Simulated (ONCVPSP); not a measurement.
## rhenium (Re): ONCV pseudisation with PW91, scalar-relativistic reference atom.

ONCVPSP 4.0.1 input, shortened (lines: element, Z, core and valence counts, functional; n l f; lmax; l rc ep ncon nbas qcut; lloc lpopt rc5 dvloc0; l nproj debl; icmod fcfact rcfact), PW91, scalar-relativistic:

```
  Re 75.00   11    4  -109134      upf
    1    0    2.00
    2    0    2.00
    2    1    6.00
    3    0    2.00
    3    1    6.00
    3    2   10.00
    4    0    2.00
    4    1    6.00
    4    2   10.00
    4    3   14.00
    5    0    2.00
    5    1    6.00
    5    2    5.00
    6    0    1.00
    6    1    1.00
    3
    0    2.70    0.00    4    7    2.40
    1    2.05    0.00    3    8    7.40
    2    1.85    0.00    5    8    5.30
    3    1.85    0.09    4    8    6.00
    3    5    1.85    0.00
    0    2    3.70
    1    2    0.50
    2    2    2.90
    3    0    1.80
    1    0.45    0.00
```

What the tests gave:

```
Cutoffs needed             : 15 Ha and 43 Ha (the cutoffs (Ha) at which the residual kinetic energy of the hardest occupied pseudo-wave falls to 1 and 0.1 mHa per electron)
Ghost test                 : no bound ghost flagged; GHOST(+) flagged for s at 78.2 eV
Largest excitation error   : -367 meV (all-electron minus pseudo) for 5p5 5d5 6s2 6p0, out of 4 test configurations
rms error of d²Exc/dni dnj : 3.70 mHa without and 0.39 mHa with the model core
```

Generation and tests took about 5.6 s on one core of a shared server CPU.
